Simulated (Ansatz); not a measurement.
Consider the formal exchange of groups at a Ge–I bond: `[CH3][GeH]([Cl])[I]` + `FCCI` → `[CH3][GeH2][Cl]` + `FC(I)CI`.

Isolated molecules relaxed with PBE0-D4/def2-TZVP in Ansatz; ΔE leaves out vibrations. CBS: MP2 limit from def2 TZ/QZ plus the TZ coupled-cluster correction, frozen cores. Functionals use def2-TZVPP. B3LYP here is the variant with VWN-RPA as its local correlation; programs differ in this. HSE06 is defined as in plane-wave codes. Elements past krypton have def2 core potentials. For Ge, I outer-core shells are correlated without core-valence functions, which leaves a few kJ/mol of doubt a bond. Scalar relativity is left out up to krypton. Each species was taken in one conformer, which may not be the lowest.

```
             level  ΔE (kJ/mol)  difference from CCSD(T)/CBS
       LDA (SPW92)        121.0                        -13.9
            PBE-D4        127.2                         -7.7
         revPBE-D4        123.3                        -11.6
           BLYP-D4        124.4                        -10.5
         r2SCAN-D4        132.1                         -2.8
            B97M-V        127.6                         -7.3
           PBE0-D4        137.2                          2.3
          B3LYP-D4        133.6                         -1.3
        r2SCANh-D4        135.4                          0.5
          HSE06-D4        137.1                          2.2
          BHLYP-D4        145.9                         11.0
      CAM-B3LYP-D4        135.6                          0.7
           ωB97X-V        137.5                          2.6
           ωB97M-V        137.1                          2.2
            B2PLYP        136.1                          1.2
          PBE-QIDH        141.9                          7.0
            revPBE        129.5                         -5.4
              BLYP        127.2                         -7.7
            r2SCAN        132.3                         -2.6
              PBE0        137.7                          2.8
             B3LYP        134.9                          0.0
           r2SCANh        135.6                          0.7
           r2SCAN0        140.4                          5.5
             HSE06        137.5                          2.6
         CAM-B3LYP        136.0                          1.1
           LC-ωPBE        140.6                          5.7
RPA@PBE/def2-TZVPP        127.2                         -7.7
       HF/def2-SVP        159.4                         24.5
      MP2/def2-SVP        140.9                          6.0
     CCSD/def2-SVP        141.3                          6.4
     HF/def2-TZVPP        156.8                         21.9
    MP2/def2-TZVPP        136.9                          2.0
SCS-MP2/def2-TZVPP        136.1                          1.2
CCSD(T)/def2-TZVPP        133.2                         -1.7
     HF/def2-QZVPP        156.4                         21.5
    MP2/def2-QZVPP        137.8                          2.9
SCS-MP2/def2-QZVPP        137.0                          2.1
      HF/CBS(def2)        156.3                         21.4
     MP2/CBS(def2)        138.7                          3.8
    CCSD/CBS(def2)        139.2                          4.3
       CCSD(T)/CBS        134.9                            0
```

(1) What do rigid-rotor, harmonic-oscillator terms from PBE0-D4/def2-TZVP frequencies (298.15 K, 1 bar) make of the CCSD(T)/CBS value? (An estimate is asked.)

Largest T1 diagnostic among the species: 0.010.

Results:

(1) Ansatz gave: ΔZPE = -9.6 kJ/mol, ΔH = +124.6 kJ/mol, ΔS = -4 J/(mol·K), ΔG = +126.0 kJ/mol.

In def2-TZVPP, CCSD(T) changes the Hartree–Fock value by −23.6 kJ/mol (the triples alone add −4.3 kJ/mol) and MP2 by −19.8 kJ/mol. From BLYP to BHLYP (50 % exact exchange), in def2-TZVPP and without D4, ΔE moves by +17.4 kJ/mol.
